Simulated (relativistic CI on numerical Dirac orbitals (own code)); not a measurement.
## Crystal-field levels of Pm2+, 4f5

Calculated by Dirac-Coulomb-Breit CI, KLI orbitals optimised for each configuration, model QED (radiative potential, 1s self-energy scaled to tabulated hydrogen-like ionisation energies), one configuration in a parametric crystal field, unscaled Slater integrals (own radial code). With so little scaling, terms lie 10 to 35 % too far apart, which can change the order of excited levels.

Field parameters in Wybourne normalisation; cubic f-shell fields have B⁴₄ = √(5/14) B⁴₀ and B⁶₄ = −√(7/2) B⁶₀. The field is a parameter set, without covalency.

S and J are read from ⟨S²⟩ = S(S + 1) and ⟨J²⟩ = J(J + 1) of each level; they are not fictitious spins.

Oh, B40 = 1090, B60 = 310 cm⁻¹, the lowest 10 levels:

| E (cm⁻¹) | Degeneracy | Irrep | S | J |
| --- | --- | --- | --- | --- |
| 0.0 | 2 | Γ7 | 2.48 | 2.51 |
| 102 | 4 | Γ8 | 2.48 | 2.54 |
| 761 | 2 | Γ6 | 2.49 | 3.50 |
| 853 | 2 | Γ7 | 2.49 | 3.50 |
| 917 | 4 | Γ8 | 2.49 | 3.51 |
| 1693 | 2 | Γ6 | 2.49 | 4.50 |
| 1802 | 4 | Γ8 | 2.49 | 4.49 |
| 1838 | 4 | Γ8 | 2.49 | 4.51 |
| 2803 | 4 | Γ8 | 2.49 | 5.48 |
| 2855 | 2 | Γ6 | 2.49 | 5.50 |

Principal g values of the ground doublet: 0.18, 0.18, 0.18.

D3d, B20 = 300, B40 = 300, B43 = 880, B60 = -70, B63 = 170, B66 = -150 cm⁻¹, the lowest 10 levels:

| E (cm⁻¹) | Degeneracy | Irrep | S | J |
| --- | --- | --- | --- | --- |
| 0.0 | 2 | Γ4 | 2.48 | 2.53 |
| 40.2 | 2 | Γ5+Γ6 | 2.48 | 2.52 |
| 161 | 2 | Γ4 | 2.48 | 2.53 |
| 813 | 2 | Γ4 | 2.49 | 3.49 |
| 825 | 2 | Γ5+Γ6 | 2.49 | 3.50 |
| 870 | 2 | Γ4 | 2.49 | 3.51 |
| 920 | 2 | Γ4 | 2.49 | 3.50 |
| 1740 | 2 | Γ4 | 2.49 | 4.49 |
| 1753 | 2 | Γ5+Γ6 | 2.49 | 4.50 |
| 1771 | 2 | Γ4 | 2.49 | 4.51 |

Principal g values of the ground doublet: 0.16, 0.38, 0.38.

The next free-ion level lies 775 cm⁻¹ above the lowest; the field splits the ground level into components whose J stays near 5/2 as long as their spread is small against that gap.

Levels of this model without a field, named by their leading LS term: 6H°_5/2 0, 6H°_7/2 775, 6H°_9/2 1706, 6H°_11/2 2762, 6H°_13/2 3914, 6H°_15/2 5136, 6F°_1/2 6593, 6F°_3/2 6818 cm⁻¹.
